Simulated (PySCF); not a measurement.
A TDDFT job was run through a driver script with this input:

```
{"job": {"kind": "uv", "xc": "CAM-B3LYP", "basis": "def2-SVPD", "dynamic": true, "nstates": 6, "ntriplets": 0, "group": "solv-YFGRPDVLKMGKHO-UHFFFAOYSA-N-uv", "role": "base"}, "charge": 0, "multiplicity": 1}
N      2.456307     1.240526    -1.240207
C      1.999749     0.482576    -0.496035
C      1.439744    -0.471660     0.452488
C      0.010471    -0.185159     0.859346
S     -0.587279    -0.562478     2.321216
O     -0.650953     0.358978    -0.161040
C     -2.019366     0.648288    -0.037095
F     -2.738457    -0.469486    -0.244241
H      1.456667    -1.476008    -0.007245
H      2.063643    -0.524558     1.354817
H     -2.230613     1.380782    -0.828317
H     -2.226032     1.035480     0.973021
```

Output (SCF cycles cut):

```
converged SCF energy = -782.2727816886

Static polarisability (au): isotropic 77.028, principal 57.702 75.463 97.919

Singlet excitations
state   eV       nm        f      main configurations
  1   3.2910    376.7   0.00014   H->L 0.98
  2   5.6241    220.5   0.19345   H-1->L 0.94
  3   6.5844    188.3   0.00114   H-4->L 0.58, H-3->L 0.18, H-6->L 0.14
  4   6.6997    185.1   0.06876   H->L+1 0.89
  5   7.0515    175.8   0.02874   H->L+2 0.69, H->L+5 0.11, H->L+4 0.09
  6   7.2335    171.4   0.01449   H-2->L 0.70, H-3->L 0.14
```

Computed, not measured: TDDFT CAM-B3LYP/def2-SVPD, vertical, gas phase, core orbitals frozen in the response (PySCF). The structure is a single PBE0-D3(BJ)/def2-SVP conformer in the gas phase; no vibrational or solvent corrections.

Question: Give the mean polarisability in Å³.

Answer: 77.03 au × 0.148185 = 11.41 Å³.

Question: What share of the summed oscillator strength falls to the strongest level in this window?

Answer: State 2 at 220 nm: 0.1935 of 0.3067, or 63%.

Question: How much of the mean polarisability do the listed states account for?

Answer: The sum over states Σ f/ΔE² (ΔE in hartree) gives 6.32 au, 8% of the total; the rest comes from higher roots of the same response equations.

Question: Give the energy of state 3 in hartree, cm⁻¹ and kJ/mol.

Answer: 0.24197 hartree, 53107 cm⁻¹, 635.3 kJ/mol.

Question: What is the total energy of state 3 at this geometry?

Answer: -782.27278 + 0.24197 = -782.03081 hartree.

Question: Which species is it?

Answer: `N#CCC(=S)OCF` (C4H4FNOS), point group C1.

H and L stand for HOMO and LUMO.

Conformer computed: `[N:1]#[C:2][CH2:3][C:4](=[S:5])[O:6][CH2:7][F:8]`: C2–C3–C4–S5 -149°, C3–C4–O6–C7 177°, C4–O6–C7–F8 -81°.
